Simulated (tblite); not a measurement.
Cl6Si2, triplet, at the geometry of the source list (a higher spin typed on purpose: for a closed-shell molecule this is an excited state); GFN1-xTB in tblite 0.6.0.

tblite was given this input:
```
$ tblite run mol.xyz --method gfn1 --charge 0 --spin 2 --etemp 2000 --json tblite.json --no-restart

# file mol.xyz
8

Cl     2.12070000    -0.45550000    -1.55080000
Si     1.15080000    -0.11000000     0.18490000
Cl     1.90370000     1.57270000     1.00630000
Cl     1.52670000    -1.64790000     1.43660000
Si    -1.15080000     0.11000000    -0.18490000
Cl    -1.52670000     1.64790000    -1.43650000
Cl    -1.90370000    -1.57260000    -1.00630000
Cl    -2.12080000     0.45550000     1.55080000
```

Predict the main parts of the log of this tblite run.


```
xTB calculator
 | screened Coulomb repulsion
 | Coulomb electrostatics
 |  * isotropic Klopman-Ohno-Mataga-Nishimoto electrostatics
 |  * onsite third-order electrostatics
 | DFT-D3(BJ) dispersion correction

halogen bonding energy    0.0000000000000E+00 Eh
repulsion energy          9.3225425629103E-02 Eh
dispersion energy        -8.1497556813018E-03 Eh
number of electrons       5.0000000000000E+01 e
integral cutoff           2.8146159136829E+01 bohr

------------------------------------------------------------
  cycle        total energy    energy error   density error
------------------------------------------------------------
      1     -29.44337748849  -2.9528453E+01   4.8817831E-01
      2     -29.44333854591   3.8942586E-05   2.9065947E-01
      3     -29.44089430738   2.4442385E-03   3.3357801E-02
      4     -29.44221864980  -1.3243424E-03   2.6277886E-02
      5     -29.44341383155  -1.1951818E-03   1.2338093E-02
      6     -29.44398617415  -5.7234260E-04   9.6563897E-04
      7     -29.44398910338  -2.9292384E-06   7.8495448E-05
      8     -29.44398910854  -5.1588351E-09   4.6264934E-05
      9     -29.44398911425  -5.7087597E-09   5.3753760E-07
------------------------------------------------------------

electronic energy        -2.9529064784200E+01 Eh
total energy             -2.9443989114252E+01 Eh

Post processing:
 | Mayer-Wiberg bond orders

[Info] JSON dump of results written to 'tblite.json'
```
